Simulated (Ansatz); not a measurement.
The cluster Li2I2 was relaxed with r2SCAN-D4 (def2-TZVP) in Ansatz in these states: neutral quintet, neutral singlet, neutral triplet. The geometries follow in no particular order.

In the def2 sets I takes a core potential; there is no spin–orbit coupling.

A:

```xyz
4

Li   -0.112   -1.844   -1.187
Li    0.045    1.592    1.512
I    -1.577    0.334   -0.334
I     1.645   -0.082    0.008
```

B:

```csv
atom,x (Å),y (Å),z (Å)
Li1,0.0882,1.4649,-1.0402
Li2,-0.0898,-1.4649,1.0400
I3,-0.5295,2.2568,3.1332
I4,0.5312,-2.2567,-3.1329
```

C:

```xyz
4

Li    0.694   -0.912    0.836
Li   -0.695    0.912   -0.836
I    -0.682   -1.645   -1.229
I     0.682    1.645    1.229
```

**Question.** Judge from the bond lengths which geometry belongs to which state (an estimate).

**Answer.** A is the neutral triplet (Li2–I3 2.761 Å, Li1–I4 2.761 Å, Li1–I3 2.761 Å); B is the neutral quintet (Li2–I3 4.293 Å, Li1–I4 4.293 Å, Li1–I3 4.293 Å); C is the neutral singlet (Li2–I3 2.587 Å, Li1–I4 2.587 Å, Li1–I3 2.587 Å).

At PBE0-D4/def2-TZVP a singlet lies 4.14 eV below the neutral triplet. At PBE0-D4/def2-TZVP a singlet lies 8.98 eV below the neutral quintet. In the triplet, I3 and I4 lie 3.27 Å apart (atoms count from 1), so these atoms are partly bonded to each other. These are the stationary points nearest to one start from a short search; other shapes may lie lower in each state. The neutral quintet has come apart into loosely held pieces.
